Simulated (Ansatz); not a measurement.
Cost and result for the atomization energy of CFGaOS (5 atoms, 3 bonds).

```json
{"atom": "F1", "x (Å)": "0.5697", "y (Å)": "-0.8670", "z (Å)": "-1.4718"}
{"atom": "Ga2", "x (Å)": "-0.9221", "y (Å)": "-0.1849", "z (Å)": "-2.2059"}
{"atom": "O3", "x (Å)": "1.2231", "y (Å)": "-0.2409", "z (Å)": "1.5128"}
{"atom": "C4", "x (Å)": "0.2381", "y (Å)": "0.2828", "z (Å)": "1.2480"}
{"atom": "S5", "x (Å)": "-1.1089", "y (Å)": "1.0099", "z (Å)": "0.9169"}
```

Total charge 0; spin multiplicity 1. Correlated methods include outer-core shells of Ga, which these sets cover unevenly. Scalar relativity is left out up to krypton. The bonds changed during the relaxation, so this is another structure than the one it started from. Geometry: relaxed with PBE0-D4/def2-TZVP. Program: Ansatz. All runs use 2 threads of an Arm Neoverse V1 on a shared host. Times are those of one run each, without the atoms' runs, and a repeat can differ threefold. Electronic energies, without spin–orbit coupling; frozen cores. CCSD(T)/CBS adds CCSD(T) − MP2 in def2-TZVPP to the MP2 limit, and its time is that of the two runs behind it. T1 = 0.017. With those shells the extrapolation isn't a true limit.

CCSD(T)/CBS is a level of theory with its own doubt, some kJ/mol a heavy atom from the limit and from the frozen cores, so smaller differences don't rank the functionals.

```
                             level  functions  wall time
            LDA (SPW92)/def2-TZVPP        183      1.2 s
   PBE-D4/def2-TZVPP (with forces)        183      2.7 s
                PBE0-D4/def2-TZVPP        183      3.6 s
               BHLYP-D4/def2-TZVPP        183        4 s
r2SCAN-D4/def2-TZVPP (with forces)        183        6 s
                  CCSD(T)/def2-SVP         92        6 s
                 B2PLYP/def2-TZVPP        183      6.5 s
               PBE-QIDH/def2-TZVPP        183      6.5 s
                RPA@PBE/def2-TZVPP        183      7.5 s
                ωB97X-V/def2-TZVPP        183      9.5 s
                    MP2/def2-QZVPP        330       20 s
                CCSD(T)/def2-TZVPP        183      100 s
                 CCSD(T)/CBS(def2)          –      2 min
```

Question: What atomization energy does each give, and how far from CCSD(T)/CBS? (Best estimate.)

Answer: Ansatz gave: 
| level | atomization (kJ/mol) | difference from CCSD(T)/CBS | per bond |
| --- | --- | --- | --- |
| LDA (SPW92)/def2-TZVPP | 2425.5 | 419.2 | 139.7 |
| PBE-D4/def2-TZVPP (with forces) | 2132.6 | 126.3 | 42.1 |
| PBE0-D4/def2-TZVPP | 2009.3 | 3.0 | 1.0 |
| BHLYP-D4/def2-TZVPP | 1852.5 | -153.8 | -51.3 |
| r2SCAN-D4/def2-TZVPP (with forces) | 2036.5 | 30.2 | 10.1 |
| CCSD(T)/def2-SVP | 1874.8 | -131.5 | -43.8 |
| B2PLYP/def2-TZVPP | 1993.3 | -13.0 | -4.3 |
| PBE-QIDH/def2-TZVPP | 1977.7 | -28.6 | -9.5 |
| RPA@PBE/def2-TZVPP | 1805.8 | -200.5 | -66.8 |
| ωB97X-V/def2-TZVPP | 2006.6 | 0.3 | 0.1 |
| MP2/def2-QZVPP | 2105.3 | 99.0 | 33.0 |
| CCSD(T)/def2-TZVPP | 1934.5 | -71.8 | -23.9 |
| CCSD(T)/CBS(def2) | 2006.3 | 0.0 | 0.0 |

From r2SCAN to r2SCAN0 (25 % exact exchange), in def2-TZVPP and without D4, the atomization energy moves by −104.4 kJ/mol: exact exchange takes away binding that semilocal exchange gives to molecules. At CCSD(T), def2-SVP lies −131.5 kJ/mol from the extrapolated value and def2-TZVPP −71.8 kJ/mol: correlation converges slowly with the basis, and small sets miss more of it in the bonded molecule than in its fragments. In def2-TZVPP, CCSD(T) changes the Hartree–Fock value by +663.6 kJ/mol (the triples alone add +71.7 kJ/mol) and MP2 by +791.9 kJ/mol; breaking electron pairs costs correlation energy, which Hartree–Fock lacks.
